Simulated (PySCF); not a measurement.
# Potential energy of CsNa along the bond

Set-up: PySCF, spin-free X2C with a Gaussian nucleus, basis sets Cs x2c-TZVPall, Na x2c-TZVPall. Energies in eV from Cs + Na in their ground configurations at the same level. All curves are PBE0. state 1: ¹Σ⁺ (singlet), closed shell; state 2: ³Σ⁺ (triplet), unpaired electrons σ ↑↑, a second solution, started from another occupation; state 3: ³Π (triplet), unpaired electrons σ ↑, π ↑, a second solution, started from another occupation; state 4: Ms = 0 determinant of mixed spin (⟨S²⟩ near 1.0), unpaired electrons σ ↑, π ↓, a second solution, started from another occupation.

```json
{"R (Å)": "3.354", "state 1": "-0.4523", "state 2": "0.4463", "state 3": "0.6607", "state 4": "1.0302"}
{"R (Å)": "3.510", "state 1": "-0.5254", "state 2": "0.3339", "state 3": "0.6149", "state 4": "0.9656"}
{"R (Å)": "3.666", "state 1": "-0.5687", "state 2": "0.2441", "state 3": "0.5923", "state 4": "0.9244"}
{"R (Å)": "3.783", "state 1": "-0.5852", "state 2": "0.1893", "state 3": "0.5878", "state 4": "0.9063"}
{"R (Å)": "3.900", "state 1": "-0.5903", "state 2": "0.1436", "state 3": "0.5922", "state 4": "0.8973"}
{"R (Å)": "4.017", "state 1": "-0.5859", "state 2": "0.1059", "state 3": "0.6038", "state 4": "0.8959"}
{"R (Å)": "4.173", "state 1": "-0.5678", "state 2": "0.0661", "state 3": "0.6286", "state 4": "0.9035"}
{"R (Å)": "4.368", "state 1": "-0.5305", "state 2": "0.0300", "state 3": "0.6708", "state 4": "0.9241"}
{"R (Å)": "4.602", "state 1": "-0.4706", "state 2": "0.0019", "state 3": "0.7323", "state 4": "0.9586"}
{"R (Å)": "4.914", "state 1": "-0.3761", "state 2": "-0.0179", "state 3": "0.8232", "state 4": "1.0103"}
```

Q: Put a parabola through the three lowest points of the state 1 curve and estimate Re, k and ωe (reduced mass 19.6 u; 1 eV/Å² = 0.16022 mdyn/Å; ωe = 1302.8·√(k/μ) cm⁻¹).

A: Through R = 3.783, 3.9, 4.017 Å the second-order coefficient is 0.347 eV/Å², so Re ≈ 3.904 Å, k ≈ 0.111 mdyn/Å and ωe ≈ 98 cm⁻¹. A polynomial fit of higher order to the unrounded PBE0 energies gives Re = 3.900 Å, k = 0.112 mdyn/Å, ωe = 98.3 cm⁻¹; anharmonicity and rounding make the difference.

The higher-order fit for each curve: state 1: Re = 3.900 Å, ωe = 98.3 cm⁻¹, De = 0.59 eV; state 2: Re = 5.396 Å, ωe = 25.4 cm⁻¹, minimum 0.026 eV below the ground-state fragments; state 3: Re = 3.781 Å, ωe = 94.5 cm⁻¹, minimum 0.59 eV above the ground-state fragments; state 4: Re = 3.982 Å, ωe = 81.9 cm⁻¹, minimum 0.90 eV above the ground-state fragments.

Closed-shell solutions of metal pairs were not tested for spin polarisation, which can lower them a little. Spin–orbit coupling is left out. Counting both spins, an empty level lies below a filled one in some of these solutions, because spin and occupation are held.
